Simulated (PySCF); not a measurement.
**Fluorine: a sound run and one with changed settings**

Sound run: F(2+) [He] 2s2 2p3, F(3+) [He] 2s2 2p2. All numbers are calculated (PySCF 2.14, the non-relativistic Hamiltonian (point nucleus), in 6-31G*). The sound run starts from symmetry-adapted Hartree-Fock orbitals and uses a fine grid where one is needed.

Changed run: initial guess minao, at most 3 SCF cycles. This setting is unsound on purpose.

```json
{"species": "F(2+)", "method": "UHF", "sound run (hartree)": "-97.55968", "changed run (hartree)": "-97.55928", "converged": "no"}
{"species": "F(2+)", "method": "MN15", "sound run (hartree)": "-97.68958", "changed run (hartree)": "-97.68956", "converged": "no"}
{"species": "F(2+)", "method": "M06-L", "sound run (hartree)": "-97.76915", "changed run (hartree)": "-97.76902", "converged": "no"}
{"species": "F(3+)", "method": "UHF", "sound run (hartree)": "-95.27054", "changed run (hartree)": "-95.27033", "converged": "no"}
{"species": "F(3+)", "method": "MN15", "sound run (hartree)": "-95.37469", "changed run (hartree)": "-95.37468", "converged": "no"}
{"species": "F(3+)", "method": "M06-L", "sound run (hartree)": "-95.45461", "changed run (hartree)": "-95.45460", "converged": "no"}
```

The SCF was stopped early; the energies are upper bounds that still move, and correlated levels were skipped or rest on poor orbitals.
